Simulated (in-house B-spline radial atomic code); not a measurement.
Results of a calculation; reference values are marked as such.
## Ghost states of the separable form: Ru

Ru, [Kr] 4d7 5s1, non-relativistic PBE, spherical and spin-unpolarised, from an all-electron radial atomic-structure program (B-spline basis) (atomic units; all potentials screened as in the neutral atom).

Troullier-Martins channels: 5s (ε = -0.1432, r_c = 2.466 bohr), 4d (ε = -0.2030, r_c = 1.009 bohr). In the Kleinman-Bylander form one channel serves as the local potential, and each other channel l becomes |δV u><u δV|/<u|δV|u>, with δV = V_l − V_local and u the pseudo-orbital. Its strength is E_KB = <u|δV²|u>/<u|δV|u>. By the analysis of Gonze, Stumpf and Scheffler a spurious state lies below the reference level ε if E_KB > 0 and ε is above the second level of the local potential alone, or if E_KB < 0 and ε is above its first. The table's levels are those of angular momentum l in a sphere of 9 bohr, whose wall can lift a shallow ε a little above its free-atom value.

```csv
local,channel,<u δV u>,<u δV² u>,ε,first local level,second local level
s,d,-2.9404,18.249,-0.2030,0.0958,0.3409
d,s,0.16946,0.6218,-0.1417,-10.3513,-1.7716
```

Task: Apply the rule to each row.

Result: Local s, channel d: E_KB = -6.21, so ε = -0.2030 is set against 0.0958: no ghost. Local d, channel s: E_KB = +3.67, so ε = -0.1417 is set against -1.7716: a ghost.

Diagonalising the separable Hamiltonian gives:

```csv
local,channel,three lowest levels,"all-electron, two lowest valence levels"
s,d,"-0.2030, 0.1238, 0.4224","-0.2030, 0.1222"
d,s,"-9.0472, -0.1417, 0.1178","-0.1417, 0.1201"
```

Task: Which choices of local channel are safe?

Result: Free of ghosts: s. With d local the s channel has a ghost 8.91 hartree below ε, since the local potential binds more than one state below ε, and a repulsive term of rank one raises each level at most to the next, so it clears only one of them. Among the safe choices the second level, which tests transfer, is off by at most 1.6 millihartree (s local).
